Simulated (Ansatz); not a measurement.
Basis sets compared for B2(Cl)4 (B2Cl4). Charge 0, multiplicity 1. Geometry PBE0-D4/def2-SVP. Ansatz on 2 threads of AMD EPYC 7R13 on a shared host; times are rough, and most runs start from earlier orbitals.

| atom | x (Å) | y (Å) | z (Å) |
| --- | --- | --- | --- |
| B1 | 0.2126 | -0.2804 | 0.7700 |
| Cl2 | 1.8685 | -0.7152 | 1.1219 |
| Cl3 | -0.9979 | -0.4337 | 2.0208 |
| B4 | -0.2139 | 0.2814 | -0.7698 |
| Cl5 | 0.0085 | 1.9635 | -1.1864 |
| Cl6 | -0.8779 | -0.8157 | -1.9565 |

Binding counts from free atoms (B doublet, Cl doublet) in the same basis, without a counterpoise term.

```
                          level  functions  energy (Eh)  HOMO (eV)  LUMO (eV)  binding per atom (eV)  wall time
                      HF/STO-3G         46   -1867.2243     -10.52       3.79                   3.44     0.69 s
                       HF/6-31G         70   -1887.3364     -12.10       1.06                   2.38      1.2 s
                PBE-D4/def2-SVP        100   -1889.2235      -6.89      -2.73                   3.96        3 s
               PBE-D4/def2-TZVP        210   -1889.9094      -7.16      -3.07                   3.88      3.4 s
               PBE0-D4/def2-SVP        100   -1889.3853      -8.35      -1.93                   3.87      4.1 s
PBE0-D4/def2-TZVP (with forces)        210   -1890.0639      -8.51      -2.20                   3.80        9 s
              ωB97X-V/def2-TZVP        210   -1890.4444     -10.88       0.03                   3.72       14 s
```

Question: Estimate the rows for PBE-D4/def2-TZVPD, PBE0-D4/def2-TZVPD, ωB97X-V/def2-TZVPD.

Answer: 
```tsv
level	functions	energy (Eh)	HOMO (eV)	LUMO (eV)	binding per atom (eV)	wall time
PBE-D4/def2-TZVPD	258	-1889.9117	-7.22	-3.17	3.87	7 s
PBE0-D4/def2-TZVPD	258	-1890.0656	-8.56	-2.28	3.80	12 s
ωB97X-V/def2-TZVPD	258	-1890.4461	-10.92	-0.08	3.71	21 s
```
